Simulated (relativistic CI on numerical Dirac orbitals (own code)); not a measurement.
Crystal-field levels of Ni3+, 3d7

Calculated by Dirac-Coulomb-Breit CI, orbitals from a KLI potential per configuration, model QED (radiative potential, 1s self-energy scaled to tabulated hydrogen-like ionisation energies), valence Slater integrals scaled by 0.75, one configuration in a parametric crystal field (own radial code).

Field parameters in Wybourne normalisation: D3d B²₀ = −7Dσ, B⁴₀ = −14Dq − 21Dτ, B⁴₃ = −14√(10/7) Dq. The field is a parameter set, without covalency.

S is read from ⟨S²⟩ = S(S + 1).

Levels (cm⁻¹, degeneracy): 0 (2), 237 (2), 823 (2), 1328 (2), 1476 (2), 1771 (2), 9652 (2), 9685 (2), 9837 (2), 9932 (2), 10339 (2), 10434 (2).

**Question.** Which field gives this pattern?
A. D3d, 10Dq = 10600, Dσ = -550, Dτ = -10 cm⁻¹
B. D3d, 10Dq = 10600, Dσ = -1200, Dτ = -10 cm⁻¹
C. D3d, 10Dq = 10600, Dσ = 760, Dτ = -10 cm⁻¹
D. D3d, 10Dq = 10600, Dσ = 110, Dτ = -10 cm⁻¹

**Answer.** A. D3d, 10Dq = 10600, Dσ = -550, Dτ = -10 cm⁻¹, ground level with S = 1.50.
